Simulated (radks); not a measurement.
Q: The mean radii <r> (bohr) of the occupied orbitals of an atom or ion are listed with their occupations. Calculated with a radial shooting solver on a logarithmic mesh with Libxc functionals: Dirac Kohn-Sham, PBE, spin-unpolarised, spherical densities, finite nucleus; Fermi nuclear charge, rms radius of each element as measured or else 0.836 A^(1/3) + 0.57 fm.

orbital  occ.      <r>
1s1/2       2  0.04029
2s1/2       2   0.1776
2p1/2       2   0.1523
2p3/2       4   0.1563
3s1/2       2   0.5104
3p1/2       2   0.5116
3p3/2       4   0.5221
3d3/2       4   0.5231
3d5/2       6   0.5269
4s1/2       2    1.454
4p1/2       2    1.690
4p3/2       4    1.727

Name the element and its charge. Open shells, if any, fill j = l - 1/2 first.

A: Z = 37, rubidium, charge +1: Rb+ in [Kr]. The 1s radius gives Z: for a bare nucleus <r> = (2 gamma + 1)/(2Z) with gamma = sqrt(1 - (Z/c)^2), 0.03954 bohr for Z = 37, and screening makes it slightly larger (0.04029 here). The occupations add up to 36, and the charge is Z minus that.
